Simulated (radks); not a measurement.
Values are calculated unless marked as measured or tabulated.
Q: Ionisation of the terbium ion Tb16+, [Kr] 4d10 4f3, to [Kr] 4d10 4f2 as the strength of local exchange is varied. Code: a radial shooting solver on a logarithmic mesh with Libxc functionals. Model: scalar-relativistic Kohn-Sham, Slater X-alpha exchange (alpha = 2/3 is LDA exchange), no correlation, spin-unpolarised, spherical densities, finite nucleus; Fermi nuclear charge, rms radius 5.06 fm.

alpha  E(Tb16+) (hartree)  exchange (hartree)  IE (eV)  -e of the level emptied (eV)  <r> of it (bohr)
0.703         -11623.4838           -242.0481   352.89                   335.28 (4f)            0.6162
0.737         -11635.2429           -253.9789   355.07                   337.41 (4f)            0.6141
0.904         -11693.1519           -312.8800   365.91                   348.04 (4f)            0.6041
0.936         -11704.2769           -324.2234   368.01                   350.10 (4f)            0.6022
?             -11611.0444           -229.4381   350.59                   333.03 (4f)            0.6185

Which alpha was used in the last row?

A: alpha = 0.667. NIST Atomic Spectra Database: 358 +/- 17 eV (theoretical). The Delta-SCF value meets it near alpha = 0.78. Spin polarisation and multiplet splitting are left out, so open shells lie too high by an amount that depends on their filling. Spin-orbit splitting is averaged out at the scalar-relativistic level.

Beside tabulated values, note that spin-unpolarised runs miss the spin-polarisation part of the exchange energy of open shells.
